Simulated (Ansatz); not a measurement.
C$_{2}$H$_{7}$ClSi$_{2}$, SMILES `C=C[SiH2][SiH2]Cl`. Total charge 0; spin multiplicity 1.

Z-matrix (Å, degrees):
```
Si
C 1 1.859
Si 1 2.342 2 109.4
H 1 1.490 2 109.5 3 -120.1
H 1 1.489 2 111.4 3 118.8
C 2 1.330 1 123.3 3 115.6
H 2 1.089 1 118.2 3 -62.8
Cl 3 2.070 1 107.7 2 55.0
H 3 1.486 1 113.1 2 173.6
H 3 1.485 1 112.2 2 -62.9
H 6 1.086 2 122.0 1 -178.6
H 6 1.086 2 121.9 1 1.5
```

(1) Give the diagnostics of a CCSD(T)/def2-TZVPP run (frozen core, the Gaussian-basis code of Ansatz). (Best estimate.)

## Answers

(1) Computed: T1 = 0.0115, largest single amplitude 0.013, largest double 0.041, (T) share of the correlation energy 4.1 %, 9 CCSD cycles. The RHF solution is stable towards an unrestricted one. T1 lies under the customary mark of 0.02 for closed shells.
